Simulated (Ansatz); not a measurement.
AlCl4 (SMILES [Cl][Al-]([Cl])([Cl])[Cl]), charge -1, singlet, at a GFN2-xTB geometry (such geometries of metal compounds can be far from the true shape) (a gas-phase anion, which may not be bound at this level); CCSD/6-31G** (Ansatz, a program for electronic structure).

Ansatz was given this input:
Ansatz 0.2 input:
```yaml
crystal:
  periodic: [false, false, false]
  atoms:
    - {symbol: Cl, position_ang: [-1.65839443, -0.37089430, -1.25730454]}
    - {symbol: Al, position_ang: [0.00000000, 0.00000000, 0.00000000]}
    - {symbol: Cl, position_ang: [0.00812152, 2.03452580, 0.57383638]}
    - {symbol: Cl, position_ang: [1.78590719, -0.44613033, -1.03930391]}
    - {symbol: Cl, position_ang: [-0.13563427, -1.21750117, 1.72277208]}
basis:
  gaussian:
    orbitals: 6-31G__.json
total_charge: -1
magnetization: {spin_polarized: false}
correlation: {method: ccsd, diis_vectors: 2}
```
The basis file holds 6-31G** in the JSON format of the Basis Set Exchange.

It wrote (shortened):

```
Functional definition: HF
821 factors; integrals over basis functions are off by at most 5.1e-4 eV
mean field evaluation 1: about -56604.5490 eV, gradient 1.8e1 eV
mean field evaluation 2: about -56604.6756 eV, gradient 1.9e1 eV
mean field evaluation 4: about -56605.8310 eV, gradient 1.3e0 eV
mean field evaluation 8: about -56605.8478 eV, gradient 2.1e-3 eV
mean field evaluation 16: about -56605.6501 eV, gradient 1.6e-1 eV
mean field -56605.84779843 eV, -2080.2265377706 hartree, gradient 9.8e-7 eV, S^2 0.000000; 0 other end points of the search recorded, 0 dependent functions left out
25 core orbitals not correlated
reference -56605.84779843 eV, -2080.2265377706 hartree; 16, 16 occupied and 54, 54 virtual orbitals, 821 factors
second order -15.44036893 eV of doubles, -0.00000000 eV of singles
cycle   1  -16.46778871 eV  change    -1.0e0 eV  update   6.7e-2
cycle   2  -16.73317353 eV  change   -2.7e-1 eV  update   1.8e-2
cycle   3  -16.76721706 eV  change   -3.4e-2 eV  update   6.4e-3
cycle   4  -16.76744552 eV  change   -2.3e-4 eV  update   1.4e-3
cycle   5  -16.76628721 eV  change    1.2e-3 eV  update   4.4e-4
cycle   6  -16.76573484 eV  change    5.5e-4 eV  update   1.1e-4
cycle   7  -16.76548901 eV  change    2.5e-4 eV  update   4.2e-5
cycle   8  -16.76543442 eV  change    5.5e-5 eV  update   1.3e-5
cycle   9  -16.76542910 eV  change    5.3e-6 eV  update   4.3e-6
Total energy: -56622.61322753 eV, -2080.8426559260 hartree
```
